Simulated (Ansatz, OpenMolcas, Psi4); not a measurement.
**GeF2 (SMILES [F][Ge][F]): the electronic atomisation energy, rung by rung**

GeF2 has 3 atoms, charge 0, and is taken as a singlet. As SMILES, `[F][Ge][F]`. Geometry: relaxed at PBE0-D4/def2-TZVP.

```xyz
3

F    -0.6759   -1.1018   -0.4975
Ge    0.6375   -0.2952    0.3202
F     0.0276    1.3321    0.1641
```

Quantity: the electronic atomisation energy, in eV. The values are calculated. Electronic energies at fixed atoms, without zero-point motion or spin-orbit coupling.

| level | kind | program | value (eV) | CPU time (all runs) |
| --- | --- | --- | --- | --- |
| HF/def2-TZVPP | Hartree–Fock | Psi4 | 7.37 | 14 s |
| BHLYP/def2-TZVPP | global hybrid | OpenMolcas | 10.26 | 46 s |
| PBE0/def2-TZVPP | global hybrid | Ansatz | 10.89 | 5.8 s |
| CAM-B3LYP/def2-TZVPP | range-separated hybrid | Ansatz | 11.21 | 7.3 s |
| wB97X/def2-TZVPP | range-separated hybrid | Ansatz | 11.34 | 20 s |
| PBE-QIDH/def2-TZVPP | double hybrid | Ansatz | 10.85 | 8.4 s |
| RPA@PBE0/def2-TZVPP | RPA | Ansatz | 10.37 | 9.6 s |
| BCCD(T)/def2-TZVPP | coupled cluster or CI | Ansatz | 10.84 | 23 s |
| FCI/STO-3G | exact in the basis | Ansatz | 8.11 | 1.2 s |

All-electron rows without a relativistic Hamiltonian named are non-relativistic. The values span 7.37 to 11.34 eV. High-level rows in very small sets aren't better than simpler rows in larger ones. In the correlated wave-function rows the outer d shell of Ge is correlated, in sets not made for it. Times are those of the runs behind each value, whatever else they computed, on shared processors of several kinds: orders of magnitude only.
